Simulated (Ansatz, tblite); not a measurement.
Cost and result up the ladder for `C=CCCCCCCCCCO` (34 atoms). The state is a singlet with charge 0. Geometry: r2SCAN-D4/def2-SVP.

```xyz
34

C     0.2923    6.1609   -0.0104
C     0.9062    5.0483    0.4076
C     0.4371    3.6491    0.1532
C     0.1053    2.8930    1.4481
C    -0.4358    1.4795    1.2300
C     0.5482    0.5077    0.5815
C     0.0005   -0.9123    0.4618
C     0.9830   -1.8862   -0.1857
C     0.4973   -3.3351   -0.2456
C    -0.7358   -3.5563   -1.1187
C    -1.1338   -5.0219   -1.2313
O    -2.3182   -5.2171   -1.9727
H     0.6841    7.1554    0.2230
H    -0.6271    6.1136   -0.6059
H     1.8208    5.1425    1.0120
H    -0.4507    3.6661   -0.5048
H     1.2260    3.1001   -0.3946
H    -0.6347    3.4827    2.0171
H     1.0098    2.8472    2.0842
H    -1.3555    1.5313    0.6162
H    -0.7503    1.0663    2.2058
H     1.4864    0.4916    1.1695
H     0.8300    0.8669   -0.4254
H    -0.2742   -1.2860    1.4672
H    -0.9419   -0.8846   -0.1156
H     1.2212   -1.5377   -1.2091
H     1.9366   -1.8515    0.3724
H     1.3189   -3.9733   -0.6205
H     0.2852   -3.6905    0.7809
H    -1.6052   -2.9993   -0.7294
H    -0.5407   -3.1546   -2.1336
H    -0.2845   -5.6088   -1.6453
H    -1.3357   -5.4307   -0.2261
H    -2.1650   -4.8563   -2.8559
```

Ansatz on 4 threads of Arm Neoverse V1 on a shared host; xTB runs through tblite on one thread. Times are rough, summed over both states, and most runs start from the orbitals of an earlier one. PBE0-D4/def2-SVP serves as the yardstick here, not as an exact answer. The other state is a triplet.

The xTB rows come from tblite.

xTB has no spin-polarisation term.

| level | functions | vertical triplet (eV) | difference from PBE0-D4/def2-SVP (eV) |
| --- | --- | --- | --- |
| GFN2-xTB | 70 | 5.23 | 0.97 |
| PBE-D4/def2-SVP | 278 | 4.44 | 0.18 |
| GFN1-xTB | 92 | 5.19 | 0.92 |
| PBE0-D4/def2-SVP | 278 | 4.27 | 0.00 |

**Question.** Estimate how long each takes.

**Answer.** GFN2-xTB 0.034 s; GFN1-xTB 0.05 s; PBE-D4/def2-SVP 15 s; PBE0-D4/def2-SVP 37 s. On shared hardware such times vary by a factor of up to 3.
